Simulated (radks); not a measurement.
Results of a calculation; reference values are marked as such.
Task: Excited configurations of Co17+: one electron is placed in a higher orbital outside [He] 2s2 2p5. The ground configuration is [Ne]. Code: a radial shooting solver on a logarithmic mesh with Libxc functionals. Model: scalar-relativistic Kohn-Sham, r2SCAN, spin-polarised, spherical densities, finite nucleus; open shells are filled with parallel spins first; meta-GGA in the generalised Kohn-Sham scheme; Fermi nuclear charge, rms radius 3.7875 fm. Excitation = E - E(ground); binding = E(ion) - E, where the ion is the core of charge +18; n* = 18/sqrt(2 binding) in atomic units. These energies are relativistic, and a one-electron ion of charge +18 with no core already has n* below n in this formula (scalar-relativistic equation, point nucleus: 3d 2.999, 4p 3.996, 6p 5.995, 6d 5.998, 6f 5.999, 7s 6.992, 7p 6.995, 7f 6.998). The quantum defect is therefore taken as that value minus n*, so that it holds no relativistic shift of the bare ion.

| outer orbital | excitation (eV) | binding (eV) | n* | quantum defect | eigenvalue (eV) | <r> (bohr) |
|---|---|---|---|---|---|---|
| 3d | 898.92 | 508.63 | 2.944 | 0.055 | -490.73 | 0.5474 |
| 6p | 1276.9 | 130.66 | 5.809 | 0.187 | -127.83 | 2.761 |
| 6d | 1281.9 | 125.66 | 5.923 | 0.075 | -122.64 | 2.756 |
| 6f | 1285.0 | 122.55 | 5.998 | 0.001 | -119.43 | 2.657 |
| 7s | 1309.7 | 97.890 | 6.711 | 0.282 | -95.859 | 3.761 |
| 7p | 1312.4 | 95.172 | 6.806 | 0.189 | -93.164 | 3.811 |
| 7f | 1317.5 | 90.098 | 6.995 | 0.004 | -87.924 | 3.738 |

Estimate the row for 4p.

Result: excitation (eV) 1104.3; binding (eV) 303.26; n* 3.813; quantum defect 0.183; eigenvalue (eV) -296.30; <r> (bohr) 1.159. The Delta-SCF ionisation energy is 1407.6 eV (NIST Atomic Spectra Database: 1397.2 eV, measured). Self-interaction in the functional shifts the binding energies and quantum defects, so they are the method's values and not measured ones. Open shells are spherical and high-spin; term and fine-structure splittings are not resolved.
